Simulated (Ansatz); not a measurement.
CH₃F₂InS, SMILES `C[S][In]([F])[F]`. Total charge 0; spin multiplicity 1. Correlated methods include outer-core shells of In, which these sets cover unevenly. In: def2 effective core potential.

```
atom   x (Å)   y (Å)   z (Å)
  C1  -1.334  -0.630   0.124
  S2  -0.603   0.793   1.000
 In3   1.509   0.875   0.001
  F4   1.990  -0.412  -1.371
  F5   2.958   2.104   0.344
  H6  -1.414  -0.445  -0.945
  H7  -2.334  -0.740   0.542
  H8  -0.772  -1.544   0.304
```

Problem. Give the diagnostics of a CCSD(T)/def2-TZVPP run (frozen core, Ansatz). (Estimate.)

Solution. Computed: T1 = 0.0157, largest single amplitude 0.047, largest double 0.033, (T) share of the correlation energy 3.4 %, 9 CCSD cycles. The RHF solution is stable towards an unrestricted one. T1 lies under the customary mark of 0.02 for closed shells.
